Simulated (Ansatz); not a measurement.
Ideal-gas functions of C2H5BS, SMILES `CB1CS1` at 500 K and 1 bar, from an Ansatz frequency run at PBE0-D4/def2-TZVP.

Molar mass 71.94 g/mol, point group Cs (symmetry number 1), electronic degeneracy 1, moments of inertia 39.856, 115.857, 149.314 u Å². Harmonic wavenumbers (cm⁻¹, unscaled): 71, 265, 294, 545, 660, 767, 809, 901, 953, 965, 1019, 1287, 1391, 1441, 1451, 1460, 3041, 3101, 3113, 3146, 3188.

Use S(trans) = R[1.5 ln M + 2.5 ln T − 1.1517]; rotational temperatures θ = 24.2544 K / I; S(rot) = R[ln(√π/σ · √(T³/θAθBθC)) + 1.5]; for each mode x = 1.438777 ν̃/T, S = R[x/(eˣ − 1) − ln(1 − e⁻ˣ)] and H = RT x/(eˣ − 1); 1 cm⁻¹ = 0.0119627 kJ/mol; R = 8.31446 J/(mol·K).

Problem. By hand: the entropy, in J/(mol·K).

Solution. Translation 172.9. Rotation: θ = 0.6086, 0.2093, 0.1624 K, giving 110.9. Vibration, mode by mode: 21.53, 10.77, 9.95, 5.38, 4.13, 3.24, 2.94, 2.39, 2.12, 2.07, 1.83, 0.99, 0.77, 0.69, 0.67, 0.66, 0.01, 0.01, 0.01, 0.01, 0.01, in all 70.2. Electronic 0.0. Sum 354.0 J/(mol·K).

Problem. By hand: H − E and G − E in kJ/mol, counted from the electronic energy.

Solution. Zero-point energy ½ × 29868 × 0.0119627 = 178.7; thermal vibration 19.1; translation, rotation and pV give 4 RT = 16.6. H − E = 214.4 kJ/mol, and G − E = 214.4 − 500 × 354.0/1000 = 37.4 kJ/mol.

Vibration gives 20 % of the entropy, 21.5 J/(mol·K) of it from the mode under 150 cm⁻¹: soft modes count most, and the harmonic formula is weakest for them.
